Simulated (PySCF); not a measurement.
**Bi (bismuth, neutral) across methods**

[Xe] 4f14 5d10 6s2 6p3, high-spin 4S determinant. Calculation: PySCF 2.14, in def2-TZVPPD with the def2 core potential (60 electrons); scalar relativity through the core potential.

```
 method  E (hartree)  mean ε 6s α (eV)  mean ε 6s β (eV)  mean ε 6p α (eV)  Σ⟨r²⟩ (bohr²)   ⟨S²⟩
LC-wPBE    -214.6508           -20.159           -16.774            -8.665          66.66  3.756
    PBE    -214.6371           -14.888           -13.310            -5.183          67.59  3.751
  B97-3    -214.6501           -16.655           -14.161            -6.063          67.04  3.752
   PBE0    -214.6176           -16.698           -14.203            -6.198          67.20  3.752
 r2SCAN    -214.7175           -15.566           -13.302            -5.552          67.05  3.754
    UHF   -213.59380           -21.218           -15.702            -8.680          67.82  3.756
  HSE06    -214.6137           -16.224           -13.877            -5.782          67.42  3.752
   MN15    -214.1910           -17.915           -15.466            -6.718          66.99  3.752
    LDA    -214.3242           -15.123           -13.784            -5.281          67.66  3.751
```

Energies and moments cover only the electrons outside the core potential. Spin-orbit coupling, which splits the p, d and f shells strongly at this Z, is absent. Spin-orbit coupling is strong in this species (close to jj coupling), so the high-spin LS determinant is a model state, not a physical level.
